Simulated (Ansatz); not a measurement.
A nudged elastic band was laid between two geometries of C2H6SSi (10 atoms, charge 0, multiplicity 1).

The calculation used RKS B3LYP/def2-SVP in Ansatz.

```json
{
 "movable images": "5",
 "climbing image": "yes",
 "spring": "5.0 eV/Å²",
 "optimiser": "quadratic models (default)",
 "start path": "through a guess of the saddle point",
 "force threshold": "0.03 eV/Å",
 "iteration limit": "60",
 "end points": "relaxed"
}
```

Image 0:

```xyz
10
Properties=species:S:1:pos:R:3
C -0.489 1.527 0.217
Si -1.552 0.671 -1.141
S -0.690 -1.299 -1.213
C 0.696 -1.478 -0.016
H -0.574 1.011 1.191
H 0.584 1.546 -0.046
H -0.822 2.568 0.356
H 0.349 -1.321 1.015
H 1.506 -0.772 -0.243
H 1.075 -2.505 -0.116
```

Image 6:

```xyz
10
Properties=species:S:1:pos:R:3
C -0.112 1.797 0.351
Si -1.251 0.654 -0.214
S -0.914 -1.420 -0.544
C 0.862 -1.574 -0.094
H -2.656 0.975 -0.551
H 0.923 1.556 0.603
H -0.408 2.842 0.479
H 1.031 -1.285 0.953
H 1.490 -0.963 -0.757
H 1.119 -2.633 -0.223
```

Problem. Which bonds break or form, and what moves?

Solution. Bonds broken: C1–H5. Bonds formed: Si2–H5.

Problem. Give the energies along the band, and the barrier.

Solution. The run converged. The highest image is number 4 of 0 to 6, 48.4 kcal/mol above the first end and 34.9 kcal/mol above the last; the last end lies 13.5 kcal/mol above the first. Neighbouring images differ by up to 1.4 eV, so the band resolves the path poorly. A vibrational analysis at the climbing image gives one clearly imaginary mode, 1033i cm⁻¹: a first-order saddle point. The orbitals stay closed-shell, which can raise the energy where a bond breaks towards radicals; this wasn't checked here.

| image | path coordinate (Å) | energy (kcal/mol) | C1–H5 (Å) | Si2–H5 (Å) |
| --- | --- | --- | --- | --- |
| 0 | 0.00 | 0.0 | 1.11 | 2.55 |
| 1 | 0.62 | 0.2 | 1.11 | 2.50 |
| 2 | 1.23 | 1.2 | 1.11 | 2.37 |
| 3 | 1.85 | 16.8 | 1.23 | 1.87 |
| 4 | 2.47 | 48.4 | 1.83 | 1.57 |
| 5 | 3.40 | 22.5 | 2.55 | 1.47 |
| 6 | 4.34 | 13.5 | 2.82 | 1.48 |

Problem. What is the geometry of the highest image?

Solution. 
```xyz
10
Properties=species:S:1:pos:R:3
C -0.189 1.620 0.134
Si -1.339 0.721 -0.913
S -0.830 -1.388 -0.927
C 0.773 -1.521 -0.042
H -1.948 1.219 0.446
H 0.748 1.323 0.631
H -0.433 2.681 0.286
H 0.654 -1.307 1.030
H 1.526 -0.844 -0.472
H 1.121 -2.556 -0.169
```

The band took 17 iterations and about 4 core-minutes.

Time of the run: 2.1 min on 2 threads of Intel(R) Xeon(R) Platinum 8488C (Sapphire Rapids) (shared host), peak memory 0.22 GiB.
